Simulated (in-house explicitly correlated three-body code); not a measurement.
Computed with an exponentially correlated three-body code. Model: two electrons around a point charge, non-relativistic, variational in 260 exponentially correlated functions (energies converged to about 1e-7 hartree, or 1e-8 relative for large Z).

Command:
```bash
python run_hyl.py task.json out
```
Settings (lengths in bohr, energies in hartree):
```
Z                      12
screening              0.42
interaction_strength   1
functions              260
states_tried           13
```

Time taken, with all properties: 48 s on 1 thread of Intel(R) Xeon(R) Platinum 8488C (Sapphire Rapids) (shared host).

**Those bound S and P states to n = 4 that converged, binding against the one-electron ion.**

Given: nuclear charge 12; Yukawa screening of all interactions 0.42 1/bohr.

Computed: one-electron threshold -67.0893524 hartree.

| term | energy (hartree) | binding (eV) |
| --- | --- | --- |
| 1 1S | -127.247609 | 1637 |
| 2 3S | -78.7312863 | 316.79 |
| 2 1S | -78.2824869 | 304.58 |
| 2 3P | -78.2381175 | 303.37 |
| 2 1P | ? | ? |
| 3 3S | -70.3677267 | 89.209 |
| 3 1S | ? | ? |
| 3 3P | -70.2015014 | 84.686 |
| 3 1P | -70.1231017 | 82.553 |
| 4 3S | -67.9387819 | 23.114 |
| 4 1S | -67.905621 | 22.212 |
| 4 3P | -67.8601651 | 20.975 |
| 4 1P | -67.8360227 | 20.318 |

Question: What belongs in the row 2 1P?

Answer: energy (hartree): -77.9197481; binding (eV): 294.71.

Question: What belongs in the row 3 1S?

Answer: energy (hartree): -70.2605443; binding (eV): 86.293.

**Converged states only, values per electron or pair (inverse distances are <exp(-kr)/r>).**

| term | mean r (bohr) | mean r squared (bohr²) | mean inverse r (1/bohr) | mean r12 (bohr) | mean inverse r12 (1/bohr) | mean cosine | mean p1 dot p2 (bohr⁻²) | delta r1 (bohr⁻³) | delta r12 (bohr⁻³) |
| --- | --- | --- | --- | --- | --- | --- | --- | --- | --- |
| 1 1S | 0.1292 | 0.022357 | 11.268 | 0.18994 | 6.7752 | -0.01106 | 1.4779 | 519.18 | 58.15 |
| 2 3S | 0.3281 | 0.17499 | 6.9885 | 0.55189 | 1.7617 | -0.0036768 | 0.10952 | 303.36 | - |
| 2 1S | ? | ? | ? | ? | ? | ? | ? | ? | ? |
| 2 3P | 0.28915 | 0.13405 | 6.9686 | 0.48262 | 2.1495 | -0.072013 | -9.2937 | 272.86 | - |
| 2 1P | 0.29488 | 0.14026 | 6.9513 | 0.47494 | 2.3918 | 0.055565 | 9.0142 | 274.94 | 2.8603 |
| 3 3S | 0.69443 | 0.9183 | 6.2069 | 1.2721 | 0.67563 | -0.0011107 | 0.02901 | 282.07 | - |
| 3 1S | 0.70638 | 0.95338 | 6.2007 | 1.2946 | 0.76616 | -0.0016655 | 0.036059 | 281.79 | 2.6506 |
| 3 3P | 0.66097 | 0.83675 | 6.2002 | 1.2069 | 0.76666 | -0.015508 | -1.95 | 274.16 | - |
| 3 1P | 0.67026 | 0.86257 | 6.1953 | 1.2217 | 0.82719 | 0.011944 | 1.9937 | 274.58 | 0.81762 |
| 4 3S | 1.3231 | 3.5831 | 5.9434 | 2.525 | 0.25695 | -0.00036616 | 0.0092288 | 276.93 | - |
| 4 1S | 1.3446 | 3.7068 | 5.9406 | 2.5677 | 0.28341 | -0.00054094 | 0.011673 | 276.84 | 0.8387 |
| 4 3P | ? | ? | ? | ? | ? | ? | ? | ? | - |
| 4 1P | 1.3222 | 3.6049 | 5.9369 | 2.5226 | 0.29874 | 0.0035343 | 0.59529 | 274.55 | 0.26167 |

Question: What belongs in the row 2 1S?

Answer: mean r (bohr): 0.33531; mean r squared (bohr²): 0.18424; mean inverse r (1/bohr): 6.9661; mean r12 (bohr): 0.55996; mean inverse r12 (1/bohr): 2.1459; mean cosine: -0.0058107; mean p1 dot p2 (bohr⁻²): 0.12732; delta r1 (bohr⁻³): 302.01; delta r12 (bohr⁻³): 10.153.

Question: What belongs in the row 4 3P?

Answer: mean r (bohr): 1.3052; mean r squared (bohr²): 3.5089; mean inverse r (1/bohr): 5.9391; mean r12 (bohr): 2.4898; mean inverse r12 (1/bohr): 0.28127; mean cosine: -0.004619; mean p1 dot p2 (bohr⁻²): -0.5762; delta r1 (bohr⁻³): 274.42.

**Electric-dipole lines between converged S and P states, rate of the upper state's decay.**

```csv
s state,p state,p minus s (eV),oscillator strength from s,rate (1/s)
1 1S,2 1P,1342.3,0.72473,1.8887e+13
1 1S,3 1P,?,?,?
1 1S,4 1P,1616.7,0.038457,1.4538e+12
2 1S,2 1P,9.8706,0.05593,7.8817e+07
2 1S,3 1P,222.03,0.35514,2.5323e+11
2 1S,4 1P,284.26,0.071698,8.3798e+10
3 1S,2 1P,?,?,?
3 1S,3 1P,3.74,0.13977,2.8278e+07
3 1S,4 1P,65.975,0.31371,1.975e+10
4 1S,2 1P,-272.5,-0.0090597,2.9191e+10
4 1S,3 1P,-60.341,-0.10706,1.6915e+10
4 1S,4 1P,1.8939,0.29758,1.5438e+07
2 3S,2 3P,13.42,0.072617,1.8916e+08
2 3S,3 3P,232.11,0.33975,2.6474e+11
2 3S,4 3P,295.82,0.069642,8.8148e+10
3 3S,2 3P,-214.16,-0.051011,1.0152e+11
3 3S,3 3P,4.5232,0.16375,4.8457e+07
3 3S,4 3P,68.234,0.30038,2.0229e+10
4 3S,2 3P,-280.26,-0.0091971,3.1346e+10
4 3S,3 3P,-61.572,-0.11205,1.8433e+10
4 3S,4 3P,2.1393,0.32634,2.1602e+07
```

Question: What belongs in the row 1 1S 3 1P?

Answer: p minus s (eV): 1554.4; oscillator strength from s: 0.13478; rate (1/s): 4.7105e+12.

Question: What belongs in the row 3 1S 2 1P?

Answer: p minus s (eV): -208.42; oscillator strength from s: -0.049618; rate (1/s): 9.3522e+10.

**Static dipole response.**

```
state  polarisability (bohr³)
 1 1S              0.00049411
 2 1S                 0.43293
 2 3S                 0.30558
```
